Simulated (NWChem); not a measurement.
Molecule: GeBrCl, singlet; SMILES [Cl][Ge][Br]

All runs: NWChem. Low-valent species are run as closed-shell singlets; no triplet was tried in these runs. Coordinates come from a B3LYP/6-31G* (spherical d) optimisation. Vertical excitations in the gas phase; the lowest state need not have the same character in each row.

**Question.** Order these by “lowest excitation, singlet (eV)”, lowest first: LDA (Slater exchange, VWN5)/def2-SVPD, full TDDFT; BHandHLYP/def2-SVPD, full TDDFT; B3LYP/def2-SVPD, full TDDFT.

**Answer.** LDA (Slater exchange, VWN5)/def2-SVPD, full TDDFT (3.19), B3LYP/def2-SVPD, full TDDFT (3.47), BHandHLYP/def2-SVPD, full TDDFT (3.71)
